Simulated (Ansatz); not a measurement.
## Nudged elastic band run: CH5GaSn

Input:

```yaml
crystal:
  periodic: [false, false, false]
  atoms:
    - { symbol: C, position_ang: [-0.576202, 0.632496, -0.70313] }
    - { symbol: Ga, position_ang: [0.047663, 2.568312, -0.69333] }
    - { symbol: Sn, position_ang: [0.464898, -0.737449, 0.595885] }
    - { symbol: H, position_ang: [-1.645435, 0.589011, -0.419285] }
    - { symbol: H, position_ang: [-0.493199, 0.223275, -1.728609] }
    - { symbol: H, position_ang: [0.342639, -0.208415, 2.227437] }
    - { symbol: H, position_ang: [2.130369, -0.796588, 0.173046] }
    - { symbol: H, position_ang: [-0.178633, -2.327743, 0.492186] }
basis:
  gaussian: { orbitals: def2-SVP }
hamiltonian:
  xc: pbe0
neb:
  order_check: false
  images: 9
  f_tol: 0.03
  max_iterations: 60
  initial_path: idpp
  final_atoms:
    - { symbol: C, position_ang: [-0.55073805, 0.62561835, -0.73499898] }
    - { symbol: Ga, position_ang: [-0.16155001, 2.60375369, -0.468587] }
    - { symbol: Sn, position_ang: [0.4651492, -0.73669862, 0.59304877] }
    - { symbol: H, position_ang: [-1.63564133, 0.45291929, -0.59721647] }
    - { symbol: H, position_ang: [-0.29798965, 0.31568327, -1.76659683] }
    - { symbol: H, position_ang: [0.50676798, -0.0906126, 2.18792072] }
    - { symbol: H, position_ang: [2.08519855, -0.96397927, 0.06925374] }
    - { symbol: H, position_ang: [-0.31909669, -2.26378511, 0.66137605] }
```

Launched with:

```bash
$ ansatz run input.yaml --threads 2 --pin off --max-ram 3072MiB --backend cpu --events-out ev --progress --plain --runs-dir out
```

Output, in part (warnings, iteration lines, the closing report on the highest movable image, with atoms numbered from 0):

```
NEB end point (image 0): max|allowed force component| = 5.873e-3 eV/Å (the criterion of neb.relax_end_points is 1.000e-2)
NEB end point (image 10): max|allowed force component| = 4.113e-3 eV/Å (the criterion of neb.relax_end_points is 1.000e-2)
NEB iter   1: max|band force component| = 1.399e-1 eV/Å  barrier→ = 0.0018 eV  barrier← = 0.0000 eV  CI = image 6  Δτ_max = 0.0095 Å  (283 SCF iters)
NEB iter   2: max|band force component| = 3.701e-2 eV/Å  barrier→ = 0.0015 eV  barrier← = -0.0003 eV  CI = image 9  Δτ_max = 0.0136 Å  (219 SCF iters)
NEB iter   3: max|band force component| = 1.053e-2 eV/Å  barrier→ = 0.0016 eV  barrier← = -0.0002 eV  CI = image 9  Δτ_max = 0.0000 Å  (453 SCF iters)
Total energy: -59310.93537187 eV, -2179.6366725203 hartree
Atom 0 at    -0.552362     0.627105    -0.732249 Å, force    -0.003025    -0.001734     0.001999 eV/Å
Atom 1 at    -0.217259     2.608430    -0.419403 Å, force     0.002196    -0.000685    -0.002342 eV/Å
Atom 2 at     0.471836    -0.737815     0.586550 Å, force     0.002329    -0.001580    -0.000069 eV/Å
Atom 3 at    -1.635106     0.425484    -0.617986 Å, force     0.001311     0.002387    -0.000184 eV/Å
Atom 4 at    -0.273804     0.345584    -1.765481 Å, force    -0.001355    -0.000999     0.004204 eV/Å
Atom 5 at     0.445800    -0.137990     2.199606 Å, force    -0.002637     0.000885    -0.000814 eV/Å
Atom 6 at     2.113089    -0.895555     0.104608 Å, force     0.000424     0.001591     0.000019 eV/Å
Atom 7 at    -0.260093    -2.292344     0.588555 Å, force     0.000757     0.000135    -0.002813 eV/Å
Dipole moment:    -0.125798    -0.000502    -0.159396 e Å
```

The run converged. The highest image is an end point: on this band no image between the ends rises above it.

Final band:

```tsv
image	path coordinate (Å)	energy (kcal/mol)
0	0.00	0.0
1	0.06	0.0
2	0.12	0.0
3	0.18	0.0
4	0.24	0.0
5	0.30	0.0
6	0.36	0.0
7	0.42	0.0
8	0.49	0.0
9	0.55	0.0
10	0.58	0.0
```

The run took 40 s on 2 threads of AMD EPYC 9R45 96-Core Processor (Zen 5), with other jobs on the host, peak memory 0.25 GiB.
